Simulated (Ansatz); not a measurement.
Species: H$_{2}$Ga, SMILES `[GaH2]` (charge 0, multiplicity 2).

**Question.** Give a relaxed geometry from B3LYP-D3(BJ)/def2-TZVP (Ansatz, an electronic-structure program).

**Answer.** the end point of this relaxation (outside a Z-matrix the atoms follow the SMILES, hydrogens last).
Z-matrix (Å, degrees):
```
Ga
H 1 1.6007
H 1 1.6008 2 119.97
```
